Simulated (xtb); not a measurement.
As$_{2}$, triplet, at a GFN2-xTB geometry (a higher spin typed on purpose: for a closed-shell molecule this is an excited state). Base run: GFN0-xTB run with xtb.

Geometry (Å):
```xyz
2

As     0.0000     0.0000    -1.1272
As     0.0000     0.0000     1.1272
```
Charge 0, spin multiplicity 3.
All else is at xtb's defaults.
Base energy -4.86249 Eh.

Variants of this job, named by their change:

```csv
change,ΔE vs base (mEh)
base,0.000
etemp = 10000,-117.1
etemp = 10,2.546
```
